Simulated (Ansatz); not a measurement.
Input (CCSDT(Q)/cc-pV(D+d)Z; Ansatz, an electronic-structure program): A basis named .json is the Basis Set Exchange file of that set.

Ansatz 0.2 input:
```yaml
crystal:
  periodic: [false, false, false]
  atoms:
    - {symbol: B, position_ang: [0.62140566, -0.19714774, -0.15963571]}
    - {symbol: Cl, position_ang: [0.43044166, -0.97206782, 1.35708825]}
    - {symbol: Si, position_ang: [-0.56601968, 0.97682405, -1.25505528]}
    - {symbol: H, position_ang: [-1.90279815, 1.26336636, -0.66999417]}
    - {symbol: H, position_ang: [-0.74914799, 0.31423113, -2.56897703]}
    - {symbol: H, position_ang: [0.15168524, 2.25775743, -1.46257645]}
basis:
  gaussian:
    orbitals: cc-pV_D+d_Z.json
magnetization: {spin_polarized: true, initial_magnetization: 1}
correlation: {method: ccsdt_q, electrons: outside_noble_gas}
```

Output:

```
Functional definition: HF
integrals: 0.14 GiB planned
1440 factors; integrals over basis functions are off by at most 2.3e-7 eV
mean field: 0.40 GiB planned
mean field evaluation 1: about -21082.7501 eV, gradient 1.1e1 eV
mean field evaluation 2: about -21082.7865 eV, gradient 1.1e1 eV
mean field evaluation 4: about -21084.3480 eV, gradient 2.2e0 eV
mean field evaluation 8: about -21084.4334 eV, gradient 3.1e-1 eV
mean field evaluation 16: about -21084.4365 eV, gradient 2.1e-6 eV
mean field evaluation 32: about -21082.3803 eV, gradient 7.1e0 eV
mean field evaluation 64: about -21083.2962 eV, gradient 4.6e-3 eV
mean field -21084.43649687 eV, -774.8387497156 hartree, gradient 2.1e-6 eV, S^2 0.758188; 3 other end points of the search recorded, 0 dependent functions left out
determinant -21084.43649687 eV, -774.8387497156 hartree, with singles and doubles -21093.88117529 eV, -775.1858352456 hartree
determinant -21083.29619880 eV, -774.7968445345 hartree, with singles and doubles -21092.83965661 eV, -775.1475601402 hartree
11 core orbitals not correlated
reference -21084.43649687 eV, -774.8387497156 hartree; 9, 8 occupied and 55, 56 virtual orbitals, 1440 factors
second order -8.13702113 eV of doubles, -0.00000000 eV of singles
coupled cluster: 4.21 GiB planned
cycle   1  -9.05515218 eV  change   -9.2e-1 eV  update   9.4e-2
cycle   2  -9.53871412 eV  change   -4.8e-1 eV  update   4.1e-2
cycle   3  -9.76114225 eV  change   -2.2e-1 eV  update   2.6e-2
cycle   4  -9.74864651 eV  change    1.2e-2 eV  update   9.1e-3
cycle   5  -9.74937961 eV  change   -7.3e-4 eV  update   4.5e-3
cycle   6  -9.75149122 eV  change   -2.1e-3 eV  update   1.8e-3
cycle   7  -9.75087804 eV  change    6.1e-4 eV  update   9.4e-4
cycle   8  -9.75122253 eV  change   -3.4e-4 eV  update   4.1e-4
cycle   9  -9.75156916 eV  change   -3.5e-4 eV  update   2.0e-4
cycle  10  -9.75142023 eV  change    1.5e-4 eV  update   9.1e-5
cycle  11  -9.75144610 eV  change   -2.6e-5 eV  update   4.4e-5
cycle  12  -9.75144725 eV  change   -1.2e-6 eV  update   1.9e-5
cycle  13  -9.75145775 eV  change   -1.1e-5 eV  update   1.1e-5
cycle  14  -9.75147108 eV  change   -1.3e-5 eV  update   5.5e-6
cycle  15  -9.75147215 eV  change   -1.1e-6 eV  update   2.6e-6
cycle  16  -9.75147056 eV  change    1.6e-6 eV  update   1.4e-6
cycle  17  -9.75146969 eV  change    8.7e-7 eV  update   6.8e-7
perturbative correction -0.01721143 eV, -0.0006325082 hartree
Total energy: -21094.20517799 eV, -775.1977421252 hartree
```
